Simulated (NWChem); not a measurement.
All runs are NWChem calculations. System: I$_{2}$, charge 1, spin multiplicity 2, at the geometry of a parent with another charge or spin, in a state set for the comparison that need not be this species' ground state. Its SCF solution wasn't tested for a lower state. Level: B3LYP/x2c-SVPall-2c, spin-orbit ZORA, VWN1-RPA local correlation.

The NWChem input:

```
start mol
memory heap 200 mb stack 800 mb global 1000 mb
charge 1
geometry units angstroms nocenter noautoz noautosym
  I      0.000000     0.000000     1.341220
  I      0.000000     0.000000    -1.341220
end
basis spherical
  * library x2c-svpall-2c
end
relativistic
  zora on
end
dft
  xc b3lyp
  odft
  mult 2
  semidirect memsize 60000000 filesize 0
  iterations 100
  grid fine
end
task sodft energy
```

NWChem printed:

```
             Northwest Computational Chemistry Package (NWChem) 7.3.0
             --------------------------------------------------------

                                NWChem Input Module
                                -------------------

 Scaling coordinates for geometry "geometry" by  1.889725989
 (inverse scale =  0.529177249)

                             Geometry "geometry" -> ""
                             -------------------------

 Output coordinates in angstroms (scale by  1.889725989 to convert to a.u.)

  No.       Tag          Charge          X              Y              Z
 ---- ---------------- ---------- -------------- -------------- --------------
    1 I                   53.0000     0.00000000     0.00000000     1.34122000
    2 I                   53.0000     0.00000000     0.00000000    -1.34122000

 Effective nuclear repulsion energy (a.u.)     554.1443210063

            Nuclear Dipole moment (a.u.)
            ----------------------------
        X                 Y               Z
 ---------------- ---------------- ----------------
     0.0000000000     0.0000000000     0.0000000000


 Summary of "ao basis" -> "" (spherical)
 ------------------------------------------------------------------------------
       Tag                 Description            Shells   Functions and Types
 ---------------- ------------------------------  ------  ---------------------
 *                       x2c-svpall-2c                on all atoms

                                 NWChem DFT Module
                                 -----------------

 Summary of "ao basis" -> "ao basis" (spherical)
 ------------------------------------------------------------------------------
       Tag                 Description            Shells   Functions and Types
 ---------------- ------------------------------  ------  ---------------------
 I                       x2c-svpall-2c              18       50   6s8p4d

 Summary of "ao basis" -> "ao basis" (spherical)
 ------------------------------------------------------------------------------
       Tag                 Description            Shells   Functions and Types
[...]
   115    -0.258983  -0.262138  1 I  pz               165    -0.258983  -0.262138  2 I  pz
   105    -0.158801  -0.160736  1 I  s                155     0.158801   0.160736  2 I  s
   104     0.103547   0.104809  1 I  s                154    -0.103547  -0.104809  2 I  s

   alpha - beta orbital overlaps
   -----------------------------

   alpha      1      2      3      4      5      6      7      8      9     10
    beta      1      2      3      4      5      5      7      8      9     10
 overlap   1.171  1.531  1.850  2.069  1.072  0.236  1.292  1.292  1.291  1.618

   alpha     11     12     13     14     15     16     17     18     19     20
    beta     11     12     13     14     15      7      8      9     22     23
 overlap   1.618  1.619  1.392  1.392  1.338  0.017  0.017  0.017  0.244  0.244

   alpha     21     22     23     24     25     26     27     28     29     30
    beta     21     22     23     15     13     14     15      7      8      9
 overlap   0.163  0.252  0.252  0.133  0.028  0.028  0.025  0.057  0.057  0.058

   alpha     31     32     33     34     35     36     37     38     39     40
    beta     31     32     33     34     35     36     37     38     39     40
 overlap   1.155  1.154  1.155  1.154  1.155  1.134  1.134  1.136  1.134  1.134

   alpha     41     42     43     44     45     46     47     48     49     50
    beta     36     37     21     39     40     36     37     38     39     40
 overlap   0.022  0.021  0.024  0.021  0.022  0.017  0.016  0.016  0.016  0.017

   alpha     51     52     53     54     55     56     57     58     59     60
    beta     51     52     53     54     55     55     57     58     59     60
 overlap   1.171  1.531  1.850  2.069  1.072  0.236  1.292  1.292  1.291  1.618

   alpha     61     62     63     64     65     66     67     68     69     70
    beta     61     62     63     64     65     57     58     59     72     73
 overlap   1.618  1.619  1.392  1.392  1.338  0.017  0.017  0.017  0.244  0.244

   alpha     71     72     73     74     75     76     77     78     79     80
    beta     71     72     73     65     63     64     65     57     58     59
 overlap   0.163  0.252  0.252  0.133  0.028  0.028  0.025  0.057  0.057  0.058

   alpha     81     82     83     84     85     86     87     88     89     90
    beta     81     82     83     84     85     86     87     88     89     90
 overlap   1.155  1.154  1.155  1.154  1.155  1.134  1.134  1.136  1.134  1.134

   alpha     91     92     93     94     95     96     97     98     99    100
    beta     86     87     71     89     90     86     87     88     89     90
 overlap   0.022  0.021  0.024  0.021  0.022  0.017  0.016  0.016  0.016  0.017

     --------------------------
     Expectation value of S2:
     --------------------------
      <S2> =      0.8123 (Exact =     0.7500)

     Multipole analysis of the density
     ---------------------------------

     L   x y z        total         alpha         beta         nuclear
     -   - - -        -----         -----         ----         -------
     0   0 0 0      1.000000    -53.004937    -51.995063    106.000000

     1   1 0 0     -0.000000     -0.000000      0.000000      0.000000
     1   0 1 0     -0.000000     -0.000000      0.000000      0.000000
     1   0 0 1      0.000001      0.000000      0.000000      0.000000

     2   2 0 0    -37.786328    -20.176742    -17.609586      0.000000
     2   1 1 0     -0.000014      0.000001     -0.000014      0.000000
     2   1 0 1      0.000000     -0.000000      0.000000      0.000000
     2   0 2 0    -37.786252    -20.176748    -17.609504      0.000000
     2   0 1 1      0.000000     -0.000000      0.000000      0.000000
     2   0 0 2    -24.775627   -357.287742   -348.419626    680.931741

 Task  times  cpu:       22.0s     wall:       22.0s

 Total times  cpu:       22.0s     wall:       22.0s
```
